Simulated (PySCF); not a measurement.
## How the method changes the constants of TeS

State: ³Σ⁻ (triplet), unpaired electrons π ↑↑. Set-up: Te x2c-SVPall, S x2c-SVPall; spin-free X2C with a Gaussian nucleus (PySCF 2.14). De refers to Te + S in their high-spin ground configurations, without counterpoise correction. The functionals are run spin-unrestricted. A positive dipole means Te(−)S(+). Levels whose curve was spin-contaminated or gave no clean fit are not listed.

```
      Level  Re (Å)  ωe (cm⁻¹)  De (eV)  μ (D)
        UHF   2.214        533     1.10  -1.97
   UHF-CCSD   2.260        471     2.57    n/a
UHF-CCSD(T)   2.275        450     2.80    n/a
        PBE   2.275        451     3.97  -1.54
       BLYP   2.302        429     3.77  -1.44
     r²SCAN   2.258        469     3.64  -1.63
       PBE0   2.243        485     3.52  -1.66
    r²SCAN0   2.234        495     3.29  -1.68
     M06-2X   2.232        499     2.92  -2.19
```

The bond length runs from 2.214 Å (UHF) to 2.302 Å (BLYP). De spans 1.10 eV (UHF, mean field) to 3.97 eV (PBE, GGA). Correlation at CCSD(T) changes the Hartree–Fock bond energy by +1.70 eV; the triples alone change it by +0.23 eV.

Correlated steps freeze 23 core orbitals. Correlated levels converge slowly with the basis: in double zeta they bind strong bonds too weakly, by up to about 1 eV, and carry superposition errors of some tenths. These are scalar-relativistic numbers at best; spin–orbit coupling would shift them, the dissociation energy most. The state was picked by a PBE0 search and need not be the measured ground state.

The whole job (state search and all levels along the bond) took about 3.5 min on 1 thread of Oxide Virtual Turin-like (shared host), peak memory 0.62 GiB.
